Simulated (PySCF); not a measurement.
First hyperpolarisability: SMILES C=C/C=C1C=CC\1=C\C, C$_{9}$H$_{10}$

Cartesian coordinates in Å; atom numbers follow the order of the lines, from 1:
```xyz
19

C     2.776   -0.560   -2.095
C     2.010    0.270   -1.391
C     0.878   -0.163   -0.611
C     0.109    0.668    0.098
C     0.085    2.117    0.346
C    -1.001    2.029    1.147
C    -1.094    0.567    0.983
C    -1.913   -0.365    1.447
C    -1.841   -1.826    1.159
H     2.581   -1.620   -2.118
H     3.617   -0.216   -2.671
H     2.223    1.330   -1.382
H     0.667   -1.224   -0.622
H     0.702    2.929    0.011
H    -1.590    2.736    1.701
H    -2.722   -0.059    2.101
H    -1.010   -2.058    0.500
H    -1.721   -2.384    2.088
H    -2.767   -2.161    0.691
```

Method: quadratic response wB97X-D/def2-SVPD first hyperpolarisability, Taylor convention, gas phase (PySCF 2.14.0). Geometry: GFN2-xTB.

Problem. What is the first hyperpolarisability, and how does it disperse?

Solution. In 10⁻³⁰ esu, Taylor convention; the vector part is βᵢ = ⅓ Σⱼ (βᵢⱼⱼ + βⱼᵢⱼ + βⱼⱼᵢ); β∥ is 3/5 of the vector part along the dipole, the dipole points from − to +:
| process | λ (nm) | β vector norm | β∥ | β HRS | depolarisation ratio |
| --- | --- | --- | --- | --- | --- |
| static β(0;0,0) | ∞ | 1.43 | 0.13 | 0.59 | 5.15 |
| second harmonic β(−2ω;ω,ω) | 1550 | 1.62 | 0.14 | 0.66 | 5.37 |
| Pockels β(−ω;ω,0) | 1550 | 1.49 | 0.13 | – | – |
| second harmonic β(−2ω;ω,ω) | 1064 | 1.87 | 0.14 | 0.76 | 5.59 |
| Pockels β(−ω;ω,0) | 1064 | 1.56 | 0.13 | – | – |
| second harmonic β(−2ω;ω,ω) | 694.3 | 2.90 | 0.10 | 1.21 | 5.58 |
| Pockels β(−ω;ω,0) | 694.3 | 1.76 | 0.14 | – | – |

Problem. Which lowest excitations, dipole and polarisabilities go with it?

Solution. S1 4.66 eV (f = 0.145); S2 4.90 eV (f = 0.167); S3 5.25 eV (f = 0.689); dipole 0.67 D; isotropic α 121.2 au static, 122.4 au at 1550 nm, 123.8 au at 1064 nm, 126.2 au at 775 nm, 127.6 au at 694.3 nm, 133.0 au at 532 nm, 161.3 au at 347.1 nm.
